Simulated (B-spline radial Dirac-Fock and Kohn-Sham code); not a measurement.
Cu⁺: eigenvalues, ΔSCF and the reference

System: copper as Cu⁺, configuration [Ar] 3d10.

The density-functional columns are spherical, spin-unpolarised Dirac-Kohn-Sham results without Breit or QED terms: −ε is minus the orbital energy of the initial state and ΔSCF the difference of two total energies. The reference in the last column comes from multi-electron Dirac-Fock with separately optimised hole states, Breit and Lamb-shift corrections added in first order. All numbers are from a radial B-spline solver, in eV; a selection of levels is shown. The Kohn-Sham columns are given as differences from the reference. For the 1s level of heavy atoms much of the gap between ΔSCF and the reference is the Breit and QED part, -16.2 eV here; for other levels the error of the functional can be larger.

```
     level  PBE −ε − DF  PBE ΔSCF − DF  LDA −ε − DF  LDA ΔSCF − DF  Dirac-Fock
    K (1s)       -138.5          +35.2       -156.3          +16.8      8996.0
   L1 (2s)        -45.6          -21.2        -47.6          -23.0      1116.1
L2 (2p1/2)        -29.9           +0.8        -30.4           +0.3       968.7
L3 (2p3/2)        -30.4           -0.4        -30.8           -0.8       948.6
   M1 (3s)        -18.6           -9.8        -19.1          -10.2       141.9
M2 (3p1/2)        -13.1           -4.4        -13.1           -4.4       95.56
M3 (3p3/2)        -13.1           -4.5        -13.2           -4.5       93.04
M4 (3d3/2)         -3.7           +4.0         -3.3           +4.4       17.47
M5 (3d5/2)         -3.7           +4.0         -3.3           +4.3       17.22
```

For the outermost level NIST gives 20.29239 eV (measured); the differences from it are PBE −ε -6.74, PBE ΔSCF +0.92, LDA −ε -6.39, LDA ΔSCF +1.28, Dirac-Fock -3.07 eV.

Values without a named source are computed, but for edge energies of neutral atoms, which are taken from tables.
